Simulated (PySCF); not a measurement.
Electronic structure of P (phosphorus, neutral) at the TPSS level

Configuration: [Ne] 3s2 3p3, high-spin 4S determinant. Calculation: PySCF 2.14, in aug-cc-pV(D+d)Z; the non-relativistic Hamiltonian (point nucleus).

```
Total energy                                     : -341.2815 hartree
One-electron energy                              : -471.4696 hartree
Hartree (Coulomb) energy                         : 153.3819 hartree
Exchange-correlation energy                      : -23.1939 hartree
Kinetic energy                                   : 340.39567 hartree
⟨S²⟩                                             : 3.7509
⟨L²⟩                                             : 0.000
Sum of ⟨r⟩                                       : 14.95 bohr
Sum of ⟨r²⟩                                      : 30.20 bohr²
Density at the nucleus (Gaussians lack the cusp) : 2130 bohr⁻³
Spin density at the nucleus                      : 0.183 bohr⁻³
Langevin diamagnetic susceptibility              : -23.9 ×10⁻⁶ cm³/mol
Time after the integrals                         : 0.3 s of wall time on 1 thread of Neoverse-V2 (shared host)
```

```
shell  electrons  mean orbital energy (hartree)  rms radius, mean of both spins (bohr)
 1s α          1                      -76.65301                                  0.120
 1s β          1                      -76.64191                                  0.120
 2s α          1                       -6.40973                                  0.567
 2s β          1                       -6.39859                                  0.567
 2p α          3                       -4.58993                                  0.544
 2p β          3                       -4.57441                                  0.544
 3s α          1                       -0.55690                                   2.07
 3s β          1                       -0.43954                                   2.07
 3p α          3                       -0.23656                                   2.53
```
